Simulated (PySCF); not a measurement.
First SCF of a structure search on quartet ReO(OH)₂, at a hand-made trigonal planar (heavy-atom frame) geometry. PySCF input:

```python
from pyscf import gto, scf, dft
mol = gto.M(atom='''
Re     0.000000     0.000000     0.000000
O      1.760000     0.000000     0.000000
O     -0.970000     1.680100     0.000000
O     -0.970000    -1.680100     0.000000
H     -0.641700     2.582200     0.000000
H     -1.915400    -1.846800     0.000000''',
    basis={'Re': 'def2-SVP', 'O': 'def2-SVP', 'H': 'def2-SVP'},
    ecp={'Re': 'def2-SVP'},
    charge=0, spin=3)
mf = dft.UKS(mol, xc='PBE')
mf.grids.atom_grid = (50, 194)
aux = {'Re': 'def2-universal-JKFIT', 'O': 'def2-universal-JKFIT', 'H': 'def2-universal-JKFIT'}
mf = mf.density_fit(auxbasis=aux)
mf.conv_tol = 1e-08
mf.diis_space = 10
mf.max_cycle = 60
mf.init_guess = 'minao'
mf.verbose = 4
mf.kernel()
```

Excerpt of the output (cycles alone):

```
init E= -292.784479867101
cycle= 1 E= -304.288829684535  delta_E= -11.5  |g|= 1.17  |ddm|= 5.58
cycle= 2 E= -296.307160503439  delta_E= 7.98  |g|= 3.61  |ddm|= 4.14
cycle= 3 E= -304.341666983012  delta_E= -8.03  |g|=    1  |ddm|=    4
cycle= 4 E= -304.763345954201  delta_E= -0.422  |g|= 0.402  |ddm|= 1.07
cycle= 5 E= -304.743494254725  delta_E= 0.0199  |g|= 0.426  |ddm|= 0.65
cycle= 6 E= -304.825747919543  delta_E= -0.0823  |g|= 0.103  |ddm|= 0.412
cycle= 7 E= -304.8283020306  delta_E= -0.00255  |g|= 0.0695  |ddm|= 0.0715
cycle= 8 E= -304.829780942554  delta_E= -0.00148  |g|= 0.0384  |ddm|= 0.0468
cycle= 9 E= -304.830309149851  delta_E= -0.000528  |g|= 0.0123  |ddm|= 0.0185
cycle= 10 E= -304.830361469017  delta_E= -5.23e-05  |g|= 0.00425  |ddm|= 0.00541
cycle= 11 E= -304.830369671361  delta_E= -8.2e-06  |g|= 0.000358  |ddm|= 0.00312
cycle= 12 E= -304.830369729818  delta_E= -5.85e-08  |g|= 4.67e-05  |ddm|= 0.000302
cycle= 13 E= -304.830369731699  delta_E= -1.88e-09  |g|= 8.82e-06  |ddm|= 8.76e-05
Extra cycle  E= -304.830369731709  delta_E= -9.27e-12  |g|= 1.38e-05  |ddm|= 2.38e-05
converged SCF energy = -304.830369731709  <S^2> = 3.7576655  2S+1 = 4.0038309
```

No lower solution of this spin was found from smeared starts or by a stability analysis within the unrestricted form.

With open d or f shells other occupations or spin states may lie lower. No spin–orbit coupling is included, which matters more the heavier the element.

The search for the lowest solution, 3 starts and the stability check together, took 21 s on 2 threads of a shared Intel Xeon 6975P-C (Granite Rapids) host, with 84 basis functions; the process peaked at 0.53 GiB.
